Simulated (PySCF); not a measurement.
Bonding in `[BH3-]C(=C)C`

Species: C3H8B (charge -1).
SMILES with atom numbers: `[BH3-:1][C:2](=[CH2:3])[CH3:4]` (hydrogens: H5, H6, H7 on B1; H8, H9 on C3; H10, H11, H12 on C4)

Cartesian coordinates in Å at the PBE0-D3(BJ)/def2-SVP level; atoms count from 1:
```xyz
12
C3H8B angstrom
B     -1.1642   -1.0517   -0.2348
C     -0.0406    0.0921   -0.0192
C     -0.2693    1.4173    0.0503
C      1.3834   -0.3865    0.1140
H     -1.1249   -1.8521    0.7291
H     -2.3084   -0.5685   -0.3357
H     -0.8880   -1.7081   -1.2663
H      0.5380    2.1544    0.1994
H     -1.2859    1.8182   -0.0406
H      2.1177    0.4293    0.2596
H      1.4735   -1.0906    0.9605
H      1.6786   -0.9649   -0.7797
```

Bond orders from the PBE0/pcSseg-1 density (PySCF). Geometry: PBE0-D3(BJ)/def2-SVP; no solvent, vibrations or thermal averaging. The pcSseg-1 basis has no diffuse functions, a weakness for an anion.

Q: How far do the computed orders between heavy atoms stray from the drawn ones?

A: The largest departure is 0.109, at B1–C2 (drawn single, 0.891).

Q: Give the Mayer order of every bond between heavy atoms, beside its length.

A: 
| bond | drawn as | length (Å) | Mayer order |
| --- | --- | --- | --- |
| B1–C2 | single | 1.618 | 0.891 |
| C2–C3 | double | 1.347 | 1.938 |
| C2–C4 | single | 1.508 | 1.050 |

By pair of heavy elements: C–C: lowest C2–C4 (1.050, 1.508 Å), highest C2–C3 (1.938, 1.347 Å).

Q: And the bonds to hydrogen?

A: B–H: 0.92 to 0.95 (3 bonds); C–H: 0.94 to 0.96 (5 bonds).

Q: Sum the orders of all bonds at each heavy atom with more than one neighbour and set the sums beside the valence in the SMILES.

A: B1 3.678 (drawn 4), C2 3.879 (drawn 4), C3 3.829 (drawn 4), C4 3.926 (drawn 4). Orders between atoms that aren't bonded are not in these sums.

The Mayer order sums products of elements of PS (density times overlap matrix) between the two atoms' basis functions, so it depends on the basis set.
